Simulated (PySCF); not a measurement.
Gas-phase reaction: B(OCH₃)₃ + H₂ = BH₂ + 3 O + 3 CH₃

Method: PySCF energies plus ideal-gas RRHO corrections (1 bar). S°(298 K) at PBE0/def2-TZVP differs from the NASA 1993 table for BH₂ (+14 J/mol/K); whether the harmonic model or the table's entry is off was not settled. † marks an energy on the PBE0/def2-TZVP geometry and frequencies; other levels use their own. MP2 and CCSD(T) freeze the core. 6-31G* has spherical d functions here. Open shells (unrestricted): BH₂ (multiplicity 2), O (multiplicity 3, electronic degeneracy 9), CH₃ (multiplicity 2); the rest are closed-shell singlets. Spin-orbit splitting is ignored; it lowers the true energy and changes the entropy of O. MP2 isn't extrapolated to the basis-set limit; its ΔH°(298 K) is 2397.7 kJ in def2-SVP and 2461.1 kJ in def2-TZVPP. CCSD(T) isn't extrapolated to the basis-set limit. The harmonic model lacks anharmonicity and excited electronic states, which grow with temperature; levels with a mode under 35 cm⁻¹ are left out. Internal rotation in B(OCH₃)₃ is treated as a harmonic vibration of one conformer, which makes the entropy rough.

```
level               ΔE electronic, kJ  ΔH°(298 K), kJ  ΔS°(298 K), J/K  ΔG°(600 K), kJ
------------------  -----------------  --------------  ---------------  --------------
BLYP/def2-TZVP†                  2429            2349              734            1904
CCSD(T)/def2-SVP†                2367            2287              734            1842
HF/6-31G*                        1576            1482              759            1021
MP2/def2-SVP†                    2478            2398              734            1953
PBE0/def2-SVP†                   2500            2420              734            1974
r2SCAN/def2-TZVP†                2427            2346              734            1901
LDA/def2-TZVP†                   3035            2955              734            2510
ωB97X-V/def2-TZVP†               2494            2414              734            1969
```
ΔH° is lowest at HF/6-31G* and highest at LDA/def2-TZVP†. No reference value is set beside these.
